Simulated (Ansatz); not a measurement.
Born–Oppenheimer molecular dynamics of a periodic cell of 40 atoms, H$_{7}$C$_{2}$Cl (contents 4 CH4 + 4 CH3Cl, density as packed 0.65 g/cm³ with natural masses). It starts from a partly relaxed structure (largest force component 0.25 eV/Å).

Level of theory: DFT PBE, scalar-relativistic, plane waves, PAW (Ansatz 0.2.0). Settings: cutoff 420 eV, k mesh 1x1x1, fermi-dirac smearing 0.05 eV, no spin polarisation.

- ensemble: NVT, Langevin thermostat
- time step: 0.5 fs
- steps asked: 300
- set temperature: 500 K
- friction: 0.02 /fs
- seed: 946234

Frames 0.5 fs apart, positions in Å, forces in eV/Å.

Velocities at 85.0 fs (Å/ps):

```
C 1.22 -1.56 6.22
H -2.91 2.03 35.75
H -2.60 -26.72 11.09
H 22.71 -0.17 10.26
H 17.35 1.51 -43.26
C -8.89 -1.15 2.23
H -4.18 -33.12 -4.74
H 8.86 27.60 -10.80
H -2.67 18.04 -25.62
H -26.71 -7.26 -11.76
C -6.14 4.12 -8.68
H 18.79 -1.99 16.42
H -7.30 12.36 8.49
H 9.03 14.23 30.41
H -52.83 32.79 -8.02
C 1.63 8.45 -0.25
H -0.10 -42.70 24.44
H 21.62 37.05 44.13
H 7.14 14.18 -2.34
H -10.51 -19.82 -5.82
C -4.41 7.45 3.52
Cl -0.27 -6.62 -10.53
H 38.71 -4.42 -1.59
H -8.87 -12.22 -13.48
H -4.88 -4.26 19.48
C 1.15 5.21 -1.29
Cl 2.31 -1.33 1.93
H 28.35 1.88 14.02
H -18.63 33.00 -0.51
H 27.53 -39.24 -3.85
C 2.06 -7.47 -4.25
Cl -0.54 1.87 1.15
H 3.28 11.00 -5.90
H -8.61 -18.76 -9.01
H -35.92 25.05 0.76
C 3.43 13.11 2.38
Cl -2.36 3.13 2.04
H -41.27 3.63 -0.97
H -3.90 22.67 -17.84
H 0.99 15.01 30.80
```

```xyz
40
Lattice="8.8023 0.0000 0.0000 0.0000 8.8023 0.0000 0.0000 0.0000 8.8023" Properties=species:S:1:pos:R:3:forces:R:3 time_fs=85.0 energy_less_start_eV=1.213 T=512
C 4.646 8.440 1.917 0.95 0.57 1.20
H 5.649 8.229 1.573 0.57 -0.23 -0.44
H 4.215 9.108 1.164 -0.28 0.03 0.36
H 4.886 8.957 2.928 -1.06 -0.77 -1.38
H 4.153 7.459 1.977 -0.23 0.37 0.31
C 4.565 1.979 7.606 -1.12 -2.00 -0.55
H 4.845 2.188 6.598 1.05 0.58 -0.62
H 4.949 2.528 8.405 1.43 1.21 1.00
H 4.760 0.889 7.787 -0.48 0.75 -0.07
H 3.519 2.255 7.598 -0.83 -0.51 0.19
C 1.231 4.519 7.115 0.34 -0.18 -0.23
H 1.337 3.478 7.329 -0.30 -1.09 0.07
H 0.245 4.853 7.439 0.22 0.37 0.30
H 1.320 4.628 6.043 -0.10 0.10 -0.48
H 2.138 4.921 7.552 -0.16 0.89 0.49
C 4.587 6.314 6.493 1.62 -1.09 0.09
H 4.261 7.029 7.206 -0.28 1.12 0.52
H 4.629 6.630 5.472 -0.17 0.72 -0.70
H 3.911 5.484 6.543 -0.30 -0.79 0.07
H 5.635 5.987 6.732 -0.87 0.11 0.03
C 8.712 7.209 4.702 0.50 -1.29 0.82
Cl 7.669 5.715 4.709 0.60 0.01 -0.47
H 8.529 7.753 3.808 -0.69 0.76 -0.52
H 8.426 7.631 5.654 -0.08 0.82 -0.19
H 9.804 7.036 4.718 -0.29 -0.66 0.13
C 3.168 4.453 2.952 -2.39 0.36 -0.54
Cl 4.874 4.405 2.912 1.37 0.14 -0.03
H 2.718 5.348 3.447 0.63 -0.21 -0.41
H 2.721 4.326 1.935 0.45 0.39 0.41
H 2.781 3.615 3.503 -0.02 -0.67 0.55
C 1.033 0.106 7.606 1.54 0.09 1.46
Cl 0.110 1.135 6.589 -0.49 1.09 -1.01
H 1.109 0.571 8.597 -0.29 -0.04 0.13
H 0.491 -0.810 7.695 -0.10 -1.00 0.14
H 2.100 -0.032 7.329 -0.62 -0.06 -0.52
C 0.374 2.405 2.897 -0.15 -0.34 0.85
Cl -1.037 1.252 2.899 0.47 0.85 -0.60
H 0.177 3.168 3.623 -0.44 0.32 0.92
H 1.215 1.819 3.260 0.30 -0.06 -0.27
H 0.594 3.014 2.028 -0.28 -0.66 -1.04
40
Lattice="8.8023 0.0000 0.0000 0.0000 8.8023 0.0000 0.0000 0.0000 8.8023" Properties=species:S:1:pos:R:3:forces:R:3 time_fs=85.5 energy_less_start_eV=1.235 T=505
C 4.646 8.439 1.920 1.03 0.56 1.38
H 5.648 8.229 1.589 0.74 -0.24 -0.58
H 4.213 9.095 1.170 -0.32 0.27 0.18
H 4.898 8.955 2.932 -1.19 -0.80 -1.39
H 4.161 7.461 1.956 -0.33 0.17 0.44
C 4.560 1.978 7.607 -1.18 -1.46 -0.51
H 4.845 2.171 6.594 0.97 0.64 -0.55
H 4.955 2.544 8.402 1.23 0.96 0.69
H 4.759 0.899 7.774 -0.43 0.43 0.11
H 3.505 2.250 7.594 -0.53 -0.54 0.21
C 1.228 4.521 7.111 -0.09 -0.51 0.42
H 1.347 3.475 7.338 -0.34 -0.79 0.00
H 0.241 4.859 7.443 0.31 0.25 0.20
H 1.325 4.635 6.058 -0.10 0.12 -1.13
H 2.113 4.939 7.548 0.22 1.01 0.67
C 4.588 6.318 6.493 1.70 -1.44 0.43
H 4.261 7.007 7.218 -0.34 1.38 0.77
H 4.641 6.649 5.493 -0.20 0.89 -1.22
H 3.915 5.489 6.541 -0.39 -0.88 -0.03
H 5.629 5.978 6.729 -0.77 0.12 0.07
C 8.710 7.213 4.704 0.67 -1.57 0.60
Cl 7.668 5.712 4.704 0.62 0.08 -0.48
H 8.547 7.751 3.805 -0.76 0.82 -0.59
H 8.421 7.626 5.648 -0.19 0.98 0.09
H 9.801 7.033 4.728 -0.30 -0.65 0.15
C 3.168 4.455 2.952 -2.41 -0.01 -0.41
Cl 4.876 4.405 2.914 1.39 0.16 -0.09
H 2.732 5.349 3.453 0.53 -0.20 -0.34
H 2.712 4.342 1.934 0.51 0.36 0.47
H 2.795 3.596 3.502 0.01 -0.29 0.34
C 1.034 0.102 7.604 0.73 0.05 1.66
Cl 0.110 1.137 6.590 -0.51 1.07 -1.01
H 1.110 0.575 8.593 -0.31 -0.12 0.12
H 0.486 -0.821 7.691 0.08 -0.72 0.14
H 2.080 -0.020 7.328 0.05 -0.21 -0.71
C 0.376 2.411 2.898 -0.53 -0.42 1.11
Cl -1.038 1.253 2.900 0.52 0.85 -0.63
H 0.156 3.170 3.623 -0.34 0.29 0.93
H 1.214 1.830 3.251 0.48 -0.19 -0.11
H 0.594 3.019 2.043 -0.22 -0.42 -1.42
40
Lattice="8.8023 0.0000 0.0000 0.0000 8.8023 0.0000 0.0000 0.0000 8.8023" Properties=species:S:1:pos:R:3:forces:R:3 time_fs=86.0 energy_less_start_eV=1.294 T=477
C 4.647 8.439 1.923 1.20 0.47 1.46
H 5.651 8.229 1.600 0.78 -0.22 -0.67
H 4.210 9.084 1.177 -0.36 0.51 -0.01
H 4.908 8.949 2.932 -1.28 -0.78 -1.31
H 4.167 7.463 1.935 -0.40 -0.01 0.56
C 4.554 1.976 7.608 -1.09 -0.80 -0.46
H 4.850 2.154 6.588 0.84 0.69 -0.38
H 4.964 2.561 8.400 0.96 0.61 0.29
H 4.758 0.909 7.762 -0.38 0.07 0.30
H 3.491 2.244 7.592 -0.28 -0.54 0.20
C 1.224 4.523 7.107 -0.46 -0.85 1.08
H 1.357 3.471 7.347 -0.37 -0.43 -0.09
H 0.236 4.865 7.447 0.41 0.13 0.09
H 1.329 4.641 6.071 -0.09 0.14 -1.76
H 2.089 4.960 7.544 0.53 1.10 0.83
C 4.589 6.322 6.494 1.70 -1.78 0.62
H 4.260 6.987 7.230 -0.41 1.61 1.02
H 4.654 6.670 5.511 -0.22 1.03 -1.60
H 3.920 5.492 6.538 -0.45 -0.92 -0.13
H 5.621 5.969 6.728 -0.63 0.12 0.12
C 8.707 7.215 4.706 0.77 -1.73 0.37
Cl 7.668 5.709 4.699 0.63 0.14 -0.47
H 8.563 7.752 3.802 -0.79 0.80 -0.56
H 8.416 7.625 5.644 -0.27 1.08 0.27
H 9.798 7.028 4.737 -0.31 -0.64 0.17
C 3.168 4.457 2.951 -2.39 -0.38 -0.32
Cl 4.877 4.404 2.915 1.40 0.17 -0.15
H 2.746 5.350 3.457 0.43 -0.16 -0.24
H 2.704 4.359 1.932 0.56 0.32 0.55
H 2.808 3.577 3.500 0.03 0.07 0.14
C 1.035 0.098 7.602 -0.22 -0.03 1.82
Cl 0.109 1.137 6.590 -0.52 1.03 -1.00
H 1.108 0.579 8.586 -0.31 -0.15 0.18
H 0.482 -0.832 7.690 0.26 -0.43 0.12
H 2.058 -0.006 7.324 0.84 -0.35 -0.91
C 0.377 2.417 2.899 -0.90 -0.48 1.38
Cl -1.039 1.255 2.901 0.57 0.84 -0.66
H 0.134 3.172 3.624 -0.23 0.22 0.89
H 1.213 1.839 3.241 0.64 -0.31 0.05
H 0.595 3.022 2.056 -0.18 -0.18 -1.78
40
Lattice="8.8023 0.0000 0.0000 0.0000 8.8023 0.0000 0.0000 0.0000 8.8023" Properties=species:S:1:pos:R:3:forces:R:3 time_fs=86.5 energy_less_start_eV=1.359 T=458
C 4.648 8.439 1.925 1.36 0.24 1.44
H 5.655 8.227 1.610 0.75 -0.18 -0.73
H 4.207 9.073 1.184 -0.41 0.74 -0.20
H 4.915 8.941 2.928 -1.33 -0.71 -1.13
H 4.172 7.464 1.916 -0.43 -0.12 0.66
C 4.549 1.975 7.608 -0.91 -0.08 -0.41
H 4.858 2.139 6.583 0.68 0.72 -0.17
H 4.975 2.579 8.400 0.65 0.24 -0.13
H 4.757 0.919 7.751 -0.31 -0.32 0.47
H 3.479 2.236 7.589 -0.07 -0.53 0.20
C 1.221 4.524 7.103 -0.74 -1.15 1.65
H 1.366 3.465 7.356 -0.41 -0.03 -0.17
H 0.232 4.873 7.451 0.52 0.00 -0.04
H 1.333 4.645 6.079 -0.09 0.16 -2.21
H 2.066 4.986 7.541 0.73 1.12 0.91
C 4.590 6.327 6.495 1.59 -1.95 0.66
H 4.258 6.969 7.243 -0.44 1.72 1.16
H 4.666 6.694 5.524 -0.24 1.08 -1.73
H 3.922 5.494 6.533 -0.47 -0.90 -0.24
H 5.612 5.961 6.728 -0.45 0.10 0.17
C 8.705 7.218 4.709 0.83 -1.83 0.17
Cl 7.668 5.706 4.694 0.63 0.21 -0.47
H 8.577 7.754 3.799 -0.81 0.76 -0.49
H 8.411 7.626 5.643 -0.32 1.13 0.37
H 9.794 7.021 4.746 -0.30 -0.61 0.19
C 3.166 4.459 2.950 -2.30 -0.73 -0.25
Cl 4.878 4.404 2.917 1.38 0.18 -0.20
H 2.761 5.349 3.461 0.31 -0.10 -0.14
H 2.698 4.376 1.929 0.60 0.27 0.60
H 2.820 3.559 3.498 0.03 0.40 -0.05
C 1.036 0.095 7.600 -1.14 -0.18 1.88
Cl 0.109 1.138 6.590 -0.56 1.00 -0.99
H 1.105 0.582 8.576 -0.29 -0.14 0.34
H 0.479 -0.845 7.690 0.43 -0.14 0.08
H 2.037 0.007 7.316 1.60 -0.48 -1.11
C 0.379 2.423 2.900 -1.25 -0.50 1.58
Cl -1.040 1.256 2.901 0.60 0.82 -0.69
H 0.113 3.173 3.625 -0.10 0.17 0.84
H 1.213 1.849 3.230 0.80 -0.43 0.21
H 0.596 3.022 2.065 -0.15 0.04 -2.07
40
Lattice="8.8023 0.0000 0.0000 0.0000 8.8023 0.0000 0.0000 0.0000 8.8023" Properties=species:S:1:pos:R:3:forces:R:3 time_fs=87.0 energy_less_start_eV=1.396 T=449
C 4.649 8.439 1.927 1.45 -0.09 1.31
H 5.659 8.222 1.619 0.69 -0.13 -0.77
H 4.202 9.063 1.190 -0.43 0.93 -0.37
H 4.918 8.931 2.921 -1.34 -0.60 -0.88
H 4.176 7.463 1.899 -0.43 -0.14 0.75
C 4.543 1.973 7.609 -0.71 0.69 -0.37
H 4.867 2.126 6.577 0.52 0.74 0.03
H 4.991 2.597 8.400 0.31 -0.15 -0.53
H 4.755 0.930 7.742 -0.21 -0.76 0.64
H 3.467 2.227 7.587 0.14 -0.49 0.20
C 1.218 4.526 7.099 -0.81 -1.32 2.12
H 1.372 3.459 7.367 -0.43 0.36 -0.26
H 0.228 4.881 7.457 0.60 -0.13 -0.17
H 1.337 4.647 6.080 -0.10 0.15 -2.42
H 2.046 5.014 7.542 0.75 1.02 0.88
C 4.592 6.330 6.496 1.34 -1.86 0.64
H 4.255 6.957 7.260 -0.37 1.65 1.09
H 4.677 6.720 5.531 -0.27 1.04 -1.58
H 3.923 5.496 6.528 -0.45 -0.84 -0.33
H 5.604 5.954 6.728 -0.26 0.06 0.20
C 8.702 7.220 4.712 0.89 -1.87 -0.05
Cl 7.668 5.704 4.690 0.62 0.27 -0.46
H 8.589 7.757 3.796 -0.81 0.68 -0.38
H 8.404 7.630 5.641 -0.35 1.15 0.45
H 9.790 7.012 4.755 -0.33 -0.57 0.21
C 3.164 4.460 2.949 -2.10 -1.04 -0.14
Cl 4.880 4.403 2.918 1.35 0.19 -0.24
H 2.776 5.349 3.465 0.19 -0.03 -0.03
H 2.695 4.393 1.929 0.60 0.22 0.59
H 2.833 3.542 3.496 0.01 0.69 -0.20
C 1.036 0.091 7.600 -1.85 -0.38 1.81
Cl 0.108 1.139 6.590 -0.60 0.97 -0.99
H 1.100 0.583 8.566 -0.26 -0.08 0.57
H 0.476 -0.858 7.692 0.59 0.13 0.05
H 2.021 0.018 7.304 2.16 -0.57 -1.24
C 0.380 2.428 2.902 -1.56 -0.47 1.78
Cl -1.040 1.258 2.902 0.63 0.79 -0.72
H 0.091 3.175 3.628 0.05 0.07 0.74
H 1.215 1.857 3.219 0.93 -0.52 0.35
H 0.597 3.022 2.070 -0.13 0.22 -2.28
```

Of the whole run (150 fs, mean temperature of the second half 476 K): A run of 0.15 ps of so small a system gives no equilibrium averages. Limits of this set-up: coarse k mesh.

Time of the run: 14 min on 1 thread of Arm Neoverse V1 (shared host), peak memory 0.55 GiB.
